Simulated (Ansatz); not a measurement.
One change: `[AlH2][NH]CS` becomes `CC[NH][AlH2]`.

Ansatz, PBE0-D4/def2-TZVP geometries, multiplicity 1. Each molecule was computed in one conformer, which needn't be the lowest.

| property | `[AlH2][NH]CS` |
| --- | --- |
| HOMO energy (PBE/def2-TZVPP) / eV | -5.58 |
| HOMO–LUMO gap (PBE0/def2-TZVPP) / eV | 5.86 |
| HOMO energy (B3LYP/def2-TZVPP) / eV | -6.56 |
| HOMO–LUMO gap (B3LYP/def2-TZVPP) / eV | 5.43 |
| HOMO energy (PBE0/def2-TZVPP) / eV | -6.80 |
| LUMO energy (B3LYP/def2-TZVPP) / eV | -1.14 |

Problem. Give the same properties after the change, and the shifts. (Estimate.)

Solution. The calculation gave: 
```json
{"property": "HOMO energy (PBE/def2-TZVPP) / eV", "`CC[NH][AlH2]`": "-5.66", "shift": "-0.08"}
{"property": "HOMO–LUMO gap (PBE0/def2-TZVPP) / eV", "`CC[NH][AlH2]`": "6.22", "shift": "0.36"}
{"property": "HOMO energy (B3LYP/def2-TZVPP) / eV", "`CC[NH][AlH2]`": "-6.68", "shift": "-0.12"}
{"property": "HOMO–LUMO gap (B3LYP/def2-TZVPP) / eV", "`CC[NH][AlH2]`": "5.80", "shift": "0.37"}
{"property": "HOMO energy (PBE0/def2-TZVPP) / eV", "`CC[NH][AlH2]`": "-6.90", "shift": "-0.10"}
{"property": "LUMO energy (B3LYP/def2-TZVPP) / eV", "`CC[NH][AlH2]`": "-0.88", "shift": "0.26"}
```

With PBE0 the HOMO falls by 0.10 eV and the LUMO rises by 0.25 eV, so the gap widens by about 0.35 eV. PBE moves the HOMO by -0.08 eV and ωB97M-V by -0.19 eV. The zero-point energy changes by 75.0 kJ/mol with +6 modes.

B3LYP here is the variant with VWN-RPA as its local correlation; programs differ in this.
